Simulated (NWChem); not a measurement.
NH2TeF; SMILES N[Te]F

```xyz
5

Te     0.3028     0.0006     0.0000
F     -0.6845    -1.6922     0.0000
N     -1.1705     1.3270     0.0000
H     -1.7332     1.3929     0.8432
H     -1.7332     1.3929    -0.8432
```
Atoms are numbered in this order, from 1.

Level: PBE0/def2-SVP with def2 effective core potentials on Te (NWChem), optimised geometry, unscaled harmonic frequencies. def2 effective core potentials on Te; no spin-orbit coupling.

List the harmonic frequencies with IR intensities, and the thermochemistry.


```tsv
frequency (cm⁻¹)	IR intensity (km/mol)
198	16.2
475	37.7
476	216.0
600	49.8
703	39.1
906	7.5
1543	10.8
3575	31.8
3695	57.5
```

The zero-point energy is 17.4 kcal/mol. The thermal correction to the enthalpy at 298.15 K (with zero-point energy) is 20.6 kcal/mol and the heat capacity Cv comes out as 12.8 cal/(mol K). The entropy at 298.15 K and 1 atm (symmetry number 1) comes out as 70.3 cal/(mol K).

Rigid rotor and harmonic oscillator.
